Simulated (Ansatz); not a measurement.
ketene (C2H2O), singlet, at a GFN2-xTB geometry. Base run: B3LYP/def2-SV(P) run with Ansatz (a program for electronic structure).

Input for Ansatz:
Ansatz 0.2 input:
```yaml
crystal:
  periodic: [false, false, false]
  atoms:
    - {symbol: C, position_ang: [-0.01148162, 0.02136311, -1.19190098]}
    - {symbol: C, position_ang: [0.00092956, -0.00172957, 0.09649676]}
    - {symbol: H, position_ang: [0.00249612, 0.94826436, -1.73006124]}
    - {symbol: H, position_ang: [-0.03614064, -0.88566416, -1.76255958]}
    - {symbol: O, position_ang: [0.01211961, -0.02255018, 1.25813077]}
basis:
  gaussian:
    orbitals: def2-SV_P_.json
hamiltonian:
  xc: b3lyp
```
The basis file holds def2-SV(P) in the JSON format of the Basis Set Exchange.

Each row names what was changed in the base input (with any setting that the change needs).

| change | ΔE vs base (eV) |
|---|---|
| base | 0.00 |
| occupation = up:A1:8 B1:1 B2:2 down:A1:8 B1:1 B2:2 | 17.22 |
| occupation = up:A1:8 B1:2 B2:1 down:A1:8 B1:2 B2:1 | 25.94 |
| occupation = up:A1:6 B1:2 B2:3 down:A1:6 B1:2 B2:3 | 22.61 |
| occupation = up:A1:7 B1:2 B2:1 A2:1 down:A1:7 B1:2 B2:1 A2:1 | 100.93 |
| symmetry_tolerance_ang = 0.01 | 0.00 |
| occupation = up:A1:7 B1:2 B2:2 down:A1:7 B1:2 B2:2 | 0.00 |
